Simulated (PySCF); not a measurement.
One of the candidates below gave these computed data.

All candidates are C4H10F2SSi.

| technique | computed result |
| --- | --- |
| 13C NMR | chemical shifts (computed TMS as zero) by class: 126.0 (1 C), 49.5 (1 C), 11.2 (1 C), 9.3 (1 C) ppm [GIAO PBE0/pcSseg-1] |
| Rotational structure | rotational constants A, B, C: 2.783, 0.662, 0.619 GHz [GFN2-xTB] |
| 1H NMR | chemical shifts (computed TMS as zero) by class: 6.49 (1 H), 3.94 (3 H), 2.69 (1 H), 1.99 (1 H), 1.95 (1 H), 1.55 (3 H) ppm [GIAO PBE0/pcSseg-1] |
| NMR, other nuclei | isotropic shieldings of nuclei other than C and H, by class: 292 (1 F), 318 (1 F), 422 (1 Si), 493 (1 S) ppm [GIAO PBE0/pcSseg-1] |
| Dipole | 0.85 D [PBE0/pcSseg-1] |

The electronic properties come from PySCF, for the isolated species, density fitting. Levels stand in brackets. Geometry: GFN2-xTB, one conformer, isolated molecule. Each NMR value is the plain mean over a class of atoms that symmetry, rotation or inversion makes alike.

Problem. Which candidate is it?
A. `CCSCC[SiH](F)F`
B. `C[C@H](SC[SiH3])C(F)F`
C. `C[SiH](C)SCC(F)F`

Solution. B. It is `C[C@H](SC[SiH3])C(F)F`. Numbering: `[CH3:1][C@H:2]([S:3][CH2:4][SiH3:5])[CH:6]([F:7])[F:8]`. Its formula, C4H10F2SSi, gives 0 degrees of unsaturation, so no ring and no π bond. 4 carbons fall into 4 classes; from least to most shielded: CHF2 carbon [C6] (126.0 ppm), sp3 carbon bound to sulfur [C2] (49.5 ppm), methyl carbon [C1] (11.2 ppm), sp3 carbon bound to sulfur [C4] (9.3 ppm). Hydrogen classes from least to most shielded: 1 H on a CHF2 carbon, C6 (6.49 ppm), 3 H on an SiH3 silicon, Si5 (3.94 ppm), 1 H on an sp3 carbon bound to sulfur, C2 (2.69 ppm), 1 H on an sp3 carbon bound to sulfur, C4 (1.99 ppm), 1 H on an sp3 carbon bound to sulfur, C4 (1.95 ppm), 3 H on a methyl carbon, C1 (1.55 ppm, a mean of values up to 0.7 ppm apart in this geometry). The other shieldings belong to: 292 ppm, fluorine of a CF2 group [F8]; 318 ppm, fluorine of a CF2 group [F7]; 422 ppm, SiH3 silicon [Si5]; 493 ppm, sulfide sulfur [S3]. The optimised geometry has point group C1 and is an asymmetric top.

The others, at the same levels:
- `CCSCC[SiH](F)F` fails: its computed 13C shifts are 38.2 (1 C), 33.3 (1 C), 27.5 (1 C), 20.1 (1 C) ppm, 1H shifts are 5.00 (1 H), 2.63 (2 H), 2.58 (2 H), 1.32 (3 H), 1.19 (2 H) ppm and rotational constant A is 2.583 GHz (against 2.783 GHz).
- `C[SiH](C)SCC(F)F` fails: it has 3 carbon classes against 4; its computed 13C shifts are 126.4 (1 C), 35.3 (1 C), -1.9 (2 C) ppm, 1H shifts are 6.06 (1 H), 5.22 (1 H), 2.82 (2 H), 0.36 (6 H) ppm and rotational constant A is 2.491 GHz (against 2.783 GHz).

Each candidate is one conformer, not necessarily the lowest. Dipoles, sizes and rotational constants follow the conformer. The torsions of the flexible species, by atom-mapped SMILES:
- `[CH3:1][C@H:2]([S:3][CH2:4][SiH3:5])[CH:6]([F:7])[F:8]`: C1–C2–S3–C4 -65°, C2–S3–C4–Si5 169°, C1–C2–C6–F7 45°
- `[CH3:1][CH2:2][S:3][CH2:4][CH2:5][SiH:6]([F:7])[F:8]`: C1–C2–S3–C4 -71°, C2–S3–C4–C5 100°, S3–C4–C5–Si6 -174°, C4–C5–Si6–F7 51°
- `[CH3:1][SiH:2]([CH3:3])[S:4][CH2:5][CH:6]([F:7])[F:8]`: C1–Si2–S4–C5 44°, Si2–S4–C5–C6 73°, S4–C5–C6–F7 -79°
